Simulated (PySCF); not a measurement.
Gas-phase reaction: ZnF2 + I2 ⇌ ZnI2 + 2 F

Method: PySCF energies plus ideal-gas RRHO corrections (1 bar). † marks an energy on the PBE0/def2-TZVP geometry and frequencies; other levels use their own. MP2 and CCSD(T) freeze the core. Open shells (unrestricted): F (multiplicity 2, electronic degeneracy 6); the rest are closed-shell singlets. Spin-orbit splitting is ignored; it lowers the true energy and changes the entropy of F. I: scalar-relativistic def2 core potential, no spin-orbit coupling. Zn: all electrons, no relativistic terms. MP2 isn't extrapolated to the basis-set limit; its ΔH°(298 K) is 485.4 kJ in def2-SVP and 679.4 kJ in def2-TZVPP. CCSD(T) isn't extrapolated to the basis-set limit; its ΔH°(298 K) is 444.0 kJ in def2-SVP and 618.1 kJ in def2-TZVPP. The harmonic model lacks anharmonicity and excited electronic states, which grow with temperature; levels with a mode under 35 cm⁻¹ are left out. Soft modes under 120 cm⁻¹ make the harmonic entropy rough for ZnI2.

| level | ΔE electronic, kJ | ΔH°(298 K), kJ | ΔS°(298 K), J/K | ΔG°(1400 K), kJ |
|---|---|---|---|---|
| BLYP/def2-TZVP† | 553 | 551 | 124 | 368 |
| CCSD(T)/def2-TZVPP† | 621 | 618 | 124 | 436 |
| HF/def2-TZVP† | 219 | 216 | 124 | 34 |
| MP2/def2-TZVPP† | 682 | 679 | 124 | 497 |
| PBE/def2-TZVP† | 556 | 553 | 124 | 371 |
| PBE0/def2-TZVP | 486 | 483 | 124 | 301 |
| ωB97X-V/def2-TZVP† | 506 | 504 | 124 | 321 |
ΔH° is lowest at HF/def2-TZVP† and highest at MP2/def2-TZVPP†. No reference value is set beside these.
